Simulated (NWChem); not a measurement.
# GeBrCl, singlet; SMILES [Cl][Ge][Br]

All runs: NWChem. Low-valent species are run as closed-shell singlets; no triplet was tried in these runs. All runs use the structure optimised with B3LYP/6-31G* (spherical d). Level M06-2X/def2-SVP: energy and gradient on several grids; changes count from the extra-fine grid, which is no exact limit either.

```csv
grid,size of the energy change (μHa),largest change of a gradient component (μHa/bohr)
xcoarse,700,300
coarse,20,70
medium,< 10,< 30
fine,< 10,< 30
xfine,< 10,< 30
```
